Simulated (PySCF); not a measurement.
## Electric field gradients and quadrupole coupling constants

Compound: C7H11F3O.
SMILES with atom numbers: `[CH3:1][C:2]([CH3:3])([CH3:4])[O:5][CH2:6][C:7]([F:8])=[C:9]([F:10])[F:11]` (hydrogens: H12, H13, H14 on C1; H15, H16, H17 on C3; H18, H19, H20 on C4; H21, H22 on C6)

Geometry (GFN2-xTB, Å), atoms numbered from 1 in this order:
```xyz
22
C7H11F3O angstrom
C     -1.7866    1.0988    1.0330
C     -0.9067    0.1477    0.2168
C     -0.6024    0.7667   -1.1520
C     -1.6168   -1.1982    0.0410
O      0.2786    0.0328    1.0231
C      1.2506   -0.9162    0.6896
C      2.0963   -0.5560   -0.5088
F      2.0166   -1.3994   -1.5606
C      2.8835    0.5073   -0.6047
F      3.6121    0.8448   -1.6594
F      3.0452    1.3810    0.3761
H     -2.0222    0.6493    1.9936
H     -1.2487    2.0253    1.2114
H     -2.7088    1.3158    0.5025
H     -0.0128    1.6724   -1.0282
H     -1.5341    1.0240   -1.6490
H     -0.0616    0.0742   -1.7923
H     -2.6143   -1.0271   -0.3533
H     -1.7051   -1.7048    0.9997
H     -1.0876   -1.8423   -0.6581
H      1.8928   -0.9689    1.5753
H      0.8217   -1.9076    0.5018
```

Field gradients from the PBE0/pcSseg-1 density (PySCF, non-relativistic), principal values in atomic units, ordered |Vxx| ≤ |Vyy| ≤ |Vzz|:

| atom | Vxx | Vyy | Vzz |
| --- | --- | --- | --- |
| O5 | -0.1109 | -1.9426 | 2.0535 |

**Question.** Find the asymmetry η = (Vxx − Vyy)/Vzz and the couplings χ = eQV/h (234.96 MHz × Q in barn × V in au), with Q(17O) = −0.0256 b.

**Answer.** 
| atom | environment | nucleus | η | χzz (MHz) | χxx (MHz) | χyy (MHz) |
| --- | --- | --- | --- | --- | --- | --- |
| O5 | ether oxygen | 17O | 0.89 | -12.35 | 0.67 | 11.69 |

**Question.** What is Vzz at O5 in SI units (1 au = 9.71736 × 10²¹ V/m²)?

**Answer.** 2.0535 au = 19.955 × 10²¹ V/m².

**Question.** What couplings would deuterons (Q(2H) = 0.00286 b) have in place of the hydrogens, at this geometry?

**Answer.** 
| atom | bonded to | bond length (Å) | Vzz (au) | η | χzz (kHz) |
| --- | --- | --- | --- | --- | --- |
| H12 | C1 | 1.086 | 0.3169 | 0.03 | 213 |
| H13 | C1 | 1.086 | 0.3169 | 0.03 | 213 |
| H14 | C1 | 1.086 | 0.3179 | 0.03 | 214 |
| H15 | C3 | 1.088 | 0.3144 | 0.01 | 211 |
| H16 | C3 | 1.087 | 0.3167 | 0.02 | 213 |
| H17 | C3 | 1.087 | 0.3119 | 0.02 | 210 |
| H18 | C4 | 1.086 | 0.3176 | 0.02 | 213 |
| H19 | C4 | 1.088 | 0.3144 | 0.01 | 211 |
| H20 | C4 | 1.088 | 0.3126 | 0.01 | 210 |
| H21 | C6 | 1.095 | 0.2892 | 0.04 | 194 |
| H22 | C6 | 1.096 | 0.2852 | 0.06 | 192 |

Geometry: GFN2-xTB, one conformer, isolated molecule. GFN2-xTB bond lengths can be off by several hundredths of an ångström, more for odd bonds, and the gradients follow them. A larger basis could move these couplings by a tenth or more.

The run behind these numbers computed NMR shieldings as well. The run took 48 s on Arm Neoverse V2, one thread, on a shared host.
